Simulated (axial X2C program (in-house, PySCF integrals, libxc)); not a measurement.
Low determinants of SbBr⁺ at the PBE0 level, with spin–orbit coupling

Computed with an in-house all-electron X2C program for linear molecules (integrals from PySCF). Two-component (2c) means X2C with spin–orbit coupling and atomic mean-field two-electron Coulomb and Gaunt terms. Basis: Sb dyall-cv3z [11s12p8d4f1g], Br dyall-cv3z [8s9p6d4f1g] (cores contracted in-house); Gaussian nuclei, density fitting, unrestricted open shells. Masses: Sb 120.904 u, Br 78.918 u.

Search at 2.388 Å (vertical energies from the lowest determinant):

| ΔE (eV) | state | electrons beyond evenly filled partner blocks | electrons in ±ω = 1/2, 3/2, 5/2, 7/2 |
| --- | --- | --- | --- |
| 0.00 | Ω = 1/2 | ω = 1/2 | 55 24 6 0 |
| 0.46 | Ω = 3/2 | ω = 3/2 | 54 25 6 0 |
| 2.95 | Ω = 5/2 | ω = -1/2, 2 × ω = 3/2 | 55 24 6 0 |
| 3.24 | Ω = 1/2 | 2 × ω = -1/2, ω = 3/2 | 54 25 6 0 |
| 3.41 | Ω = 3/2 | ω = 3/2 | 56 23 6 0 |
| 3.87 | Ω = 7/2 | ω = 1/2, 2 × ω = 3/2 | 55 24 6 0 |
| 4.15 | Ω = 5/2 | 2 × ω = 1/2, ω = 3/2 | 54 25 6 0 |

Lowest determinant, Ω = 1/2 (⟨Sz⟩ = -0.49, ⟨Lz⟩ = 0.99 at PBE0): Re = 2.380 Å, ωe = 314.5 cm⁻¹.

The determinant in row 2 of the search, Ω = 3/2 (⟨Sz⟩ = 0.50, ⟨Lz⟩ = 1.00 at PBE0), was followed along the bond at PBE0; measured from the minimum of the lowest determinant it gives:

Te = 0.460 eV (3707 cm⁻¹), Re = 2.379 Å, ωe = 313.9 cm⁻¹.

(1) Compare the bond of the determinant in row 2 with that of the lowest one.

The search compares states at one distance, so a state with another bond length can lie lower; it is not exhaustive and yields mostly the lowest determinant of each block pattern, so other components and higher states of one pattern are missing. These are energies of single determinants, not of spin-adapted states; PBE0 term energies can be off by some tenths of an eV, and the functional has no current term.

## Answers

(1) At PBE0 its Re is 0.001 Å shorter and its force constant, which goes as ωe², is 1.00 times that of the lowest determinant. T0 ≈ Te + Δωe/2 = 3707 + (0) = 3707 cm⁻¹.
